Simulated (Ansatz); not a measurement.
Reaction (atomization): `OB(Br)O[SiH3]` → B• + Br• + 4 H• + 2 O• + Si•

Computed with Ansatz on PBE0-D4/def2-TZVP structures; ΔE is electronic, products minus reactants. CCSD(T)/CBS is the MP2 limit (def2-TZVPP, def2-QZVPP) plus CCSD(T) − MP2 in def2-TZVPP, frozen cores. This one scheme is used for every species, atoms too. DFT in def2-TZVPP. B3LYP here is the variant with VWN-RPA as its local correlation; programs differ in this. No spin–orbit coupling; open shells (•) take unrestricted orbitals. Spin–orbit coupling would lower the free atoms: a little for B, O, Si; clearly for Br. Bonds to Br are less sure, by a few kJ/mol each and by 10 to 20 or more in all where they break to atoms, as the def2 sets lack core-valence functions. Scalar relativity is left out up to krypton. One conformer a species, not always the lowest.

| level | ΔE (eV) | difference from CCSD(T)/CBS |
| --- | --- | --- |
| revPBE-D4 | 34.76 | -0.71 |
| r2SCAN-D4 | 35.56 | 0.09 |
| B3LYP-D4 | 35.20 | -0.27 |
| r2SCANh-D4 | 35.29 | -0.18 |
| BLYP | 34.69 | -0.78 |
| r2SCAN | 35.51 | 0.04 |
| r2SCANh | 35.24 | -0.23 |
| r2SCAN0 | 34.84 | -0.63 |
| CCSD/def2-SVP | 32.90 | -2.57 |
| MP2/CBS(def2) | 36.45 | 0.98 |
| CCSD(T)/CBS | 35.47 | 0 |

Largest T1 diagnostic among the species: 0.014.

From r2SCAN to r2SCAN0 (25 % exact exchange), in def2-TZVPP and without D4, ΔE moves by −0.67 eV: exact exchange takes away binding that semilocal exchange gives to molecules. At CCSD(T), def2-SVP lies −2.23 eV from the extrapolated value and def2-TZVPP −1.01 eV: correlation converges slowly with the basis, and small sets miss more of it in the bonded molecule than in its fragments. Leaving LDA and LC-ωPBE aside and taking each functional with its dispersion term where it has one, the values, not all of them listed here, spread over 1.47 eV, from BHLYP-D4 to PBE-D4. LDA lies +4.85 eV from PBE without D4, its usual overbinding.

For atomizations the MP2-based limit and the directly extrapolated one differ by several kJ/mol either way, and by 10 to 25 for some Ge, Se and Sn compounds, so smaller differences from it don't rank the levels.
